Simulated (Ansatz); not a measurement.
C3H7BSi can be A, `C#CB[SiH2]C`, or B, `BC([SiH3])C#C`.

Gas-phase electronic energies from Ansatz, PBE0-D4/def2-TZVP geometries. CCSD(T)/CBS adds triple-zeta CCSD(T) − MP2 to the extrapolated MP2 energy (def2 sets, frozen cores). DFT in def2-TZVPP. B3LYP here is the variant with VWN-RPA as its local correlation; programs differ in this. Each species was taken in one conformer, which may not be the lowest.

Question: Which is lower in electronic energy at CCSD(T)/CBS, and by how much? (Best estimate.)

Answer: Computed: A, by 10.2 kcal/mol.

Question: Give E(B) − E(A) in kcal/mol with B3LYP-D4, MP2/def2-TZVPP, CCSD/def2-TZVPP, PBE-D4, HF/def2-TZVPP, r2SCAN-D4, CCSD(T)/def2-TZVPP. (An estimate is asked.)

Answer: Ansatz gave: B3LYP-D4 11.4, MP2/def2-TZVPP 7.9, CCSD/def2-TZVPP 10.0, PBE-D4 12.4, HF/def2-TZVPP 10.3, r2SCAN-D4 12.2, CCSD(T)/def2-TZVPP 10.1. None reverses the order clearly.

Largest T1 diagnostic: 0.014.

The D4 term adds −1.0 kcal/mol with B3LYP and −0.5 kcal/mol with PBE0; it sums over pairs of atoms, weighted by their polarisabilities, and B3LYP, whose exchange is more repulsive, gets the larger term. From PBE to PBE0 (25 % exact exchange), in def2-TZVPP and without D4, E(B) − E(A) moves by −1.3 kcal/mol.
